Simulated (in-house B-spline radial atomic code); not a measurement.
A run on neutral hafnium (an excited or competing configuration) that did not converge. Method: Dirac-Hartree-Fock, average of configuration, Fermi nucleus of rms radius 5.347 fm; computed with an all-electron radial atomic-structure program (B-spline basis).

Command:
```bash
python run_scf.py task.json out
```
Settings (nuclear radius in fm, mass in u):
```
Z                72
configuration    [Xe] 4f13 5d2 6s1 6g1 8g1
hamiltonian      dirac
method           hf
spin_polarised   False
nucleus          fermi
rms_radius       5.347
atomic_mass      179.94656
speed_of_light   137.035999084
```

First and last ten iterations of the last attempt (damped for 15 steps, keeping 80 % of the old Fock matrix, then DIIS):
```
 iter        energy (Eh)    residual
    1      -15086.838556    6.04e-01
    2      -15087.451431    4.50e-02
    3      -15087.491338    2.59e-02
    4      -15087.503605    1.69e-02
    5      -15087.508127    1.13e-02
    6      -15087.510017    8.79e-03
    7      -15087.510906    7.32e-03
    8      -15087.511367    5.94e-03
    9      -15087.511624    4.75e-03
   10      -15087.511787    3.75e-03
  111      -15087.510891    3.08e-03
  112      -15087.510662    2.70e-04
  113      -15087.514392    2.11e-03
  114      -15087.513197    8.03e-04
  115      -15087.513526    1.39e-03
  116      -15087.513325    1.33e-03
  117      -15087.513529    2.01e-03
  118      -15087.513035    1.87e-03
  119      -15087.512595    1.73e-03
  120      -15087.512317    1.58e-03
 not converged after 120 iterations
```

The smallest residual met was 4.2e-05; the threshold is about 7e-07. No energy from this run should be used. Cost of the run: 40 s on 1 thread of Arm Neoverse V2 (shared host).
